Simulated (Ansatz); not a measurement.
Two structures of C2H5I, singlet, reached by relaxing down either side of one saddle point (PBE0-D4/def2-TZVP). Energies are electronic, without zero-point energy. Program: Ansatz 0.2.0. Basis: def2-TZVPP and def2-QZVPP. Cores are frozen in the correlated methods. Filled d shells of the heavier atoms are correlated. Core potentials replace the inner electrons of the atoms past krypton. The def2 sets are not built for correlating such inner shells, so the correlated values are less sure here. Extrapolation: Hartree–Fock as exp(−7.88 √X), correlation as X^−2.97. First:

I1  (0.140, -2.386, 0.100)
C2  (0.635, -0.295, 0.078)
H3  (1.152, -0.124, 1.020)
H4  (1.340, -0.185, -0.743)
C5  (-0.586, 0.573, -0.083)
H6  (-0.285, 1.626, -0.088)
H7  (-1.105, 0.364, -1.020)
H8  (-1.291, 0.427, 0.737)
(Å)

Second:

| atom | x (Å) | y (Å) | z (Å) |
| --- | --- | --- | --- |
| I1 | -1.2688 | -2.7689 | 1.1073 |
| C2 | 0.9152 | 0.4073 | -0.2938 |
| H3 | 1.5858 | 0.4405 | 0.5582 |
| H4 | 1.2739 | -0.1105 | -1.1769 |
| C5 | -0.2821 | 0.9751 | -0.2589 |
| H6 | -0.6394 | 1.4958 | 0.6231 |
| H7 | -0.9513 | 0.9448 | -1.1121 |
| H8 | -0.6332 | -1.3841 | 0.5533 |

(1) Which bonds change from the first to the second?

(2) Give the saddle point's structure and its height above each. (An estimate is asked for; the value comes from the calculation.)

T1 diagnostic: at most 0.031. The T1 diagnostic is large here, which may signal multireference character or strong orbital relaxation, so CCSD(T) is less sure.

## Answers

(1) C₂H₅I (CCI) → C₂H₄ (C=C) + HI; bonds formed: I1–H8; bonds broken: I1–C2, C5–H8.

(2) By the calculation: 252.1 kJ/mol above the first and 150.4 kJ/mol above the second (CCSD(T) at an estimated basis limit (MP2 extrapolated from triple and quadruple zeta, plus CCSD(T) − MP2 in triple zeta)).
```
8
angstrom
I -0.5098 -2.4160 0.8588
C 0.8159 0.1206 -0.1849
H 1.4743 0.1300 0.6752
H 1.1629 -0.4201 -1.0571
C -0.4415 0.7118 -0.1467
H -0.6633 1.4071 0.6567
H -0.9755 0.8555 -1.0806
H -0.8631 -0.3888 0.2786
```

For scale, one of the runs: CCSD(T)/def2-TZVPP, 182 basis functions (an equivalent command: `ansatz run in.yaml --threads 4`). The run took 52 s on 4 CPU threads (shared host), with 2.1 GiB of host memory at its peak.
